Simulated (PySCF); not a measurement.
## Core-level binding energies of Cu(AsH3)Br

Species: Cu(AsH3)Br (singlet state).
Geometry (PBE0-D3(BJ)/def2-SVP, Å), atoms numbered from 1 in this order:
```xyz
6
AsBrCuH3 angstrom
Cu     0.0002    0.0132   -1.5238
As     0.0079   -0.0196    0.7556
H      0.8312   -1.0423    1.5012
H     -1.2877   -0.2289    1.5020
H      0.4762    1.1995    1.5132
Br    -0.0278    0.0781   -3.7482
```

Computed with delta-SCF UKS SCAN, pcX-2 on the ionised atom (unc-x2c-TZVPall on a metal), pcseg-1 elsewhere, spin-free X2C (PySCF 2.14.0). Binding energies are ΔSCF values: E(core-ionised, relaxed orbitals) − E(ground state) at a fixed geometry, referred to the vacuum level.

Task: List the computed XPS lines with their assignment.

Result: 
```
atom(s)  bonded to     level  binding energy (eV)  2p1/2 (eV)  count
    Cu1  Br and As  Cu 2p3/2               938.40      959.05      1
```

Task: Which photon wavelength matches the Cu 2p3/2 of Cu1 threshold?

Result: λ = hc/E = 12398.42 eV Å / 938.40 eV = 13.212 Å.

Task: Give the binding energy of Cu 2p3/2 of Cu1 in hartree and in kJ/mol.

Result: 938.40 eV = 34.4856 Eh = 90542 kJ/mol.

Spin–orbit and ligand-field terms were added within each 2p shell after the spin-free SCF. 2p1/2 minus 2p3/2 (ligand field included): Cu 20.66 eV. Satellites of the metal's 2p lines aren't described. No level of arsenic or bromine is listed. Isolated species at its PBE0-D3(BJ)/def2-SVP geometry, gas phase. Metal 2p energies of this one-determinant scheme are less reliable than its 1s energies.
